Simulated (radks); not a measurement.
Values are calculated unless marked as measured or tabulated.
Orbital eigenvalues (eV) of neutral iodine, [Kr] 4d10 5s2 5p5, at several levels of relativity; Dirac values are averaged over j with weights 2j + 1. Spin-unpolarised spherical Kohn-Sham, PBE, point nucleus unless stated (finite: rms radius 4.75 fm), a radial shooting solver on a logarithmic mesh with Libxc functionals. A level marked "c x" has the speed of light scaled by that factor and shares open shells by 2j + 1; other Dirac levels either fill j = l - 1/2 first or share by 2j + 1.

shell  non-rel.  scalar-rel.  scalar-rel., finite nucleus  Dirac, c x 1.25  change of magnitude, last against first (%)
1s       -31647       -32985                       -32982           -32464                                        +2.58
2s      -4767.9      -5096.3                      -5096.0          -4967.8                                        +4.19
2p      -4480.5      -4574.0                      -4574.0          -4540.6                                        +1.34
3s      -960.16      -1028.6                      -1028.5          -1001.8                                        +4.34
3p      -839.33      -859.35                      -859.35          -852.24                                        +1.54
3d      -614.80      -605.97                      -605.97          -608.77                                        -0.98
4s      -166.92      -180.59                      -180.58          -175.25                                        +4.99
4p      -124.67      -127.57                      -127.57          -126.58                                        +1.54
4d      -52.681      -50.279                      -50.280          -51.121                                        -2.96
5s      -16.016      -17.407                      -17.406          -16.854                                        +5.23
5p      -7.1461      -7.0860                      -7.0861          -7.1183                                        -0.39
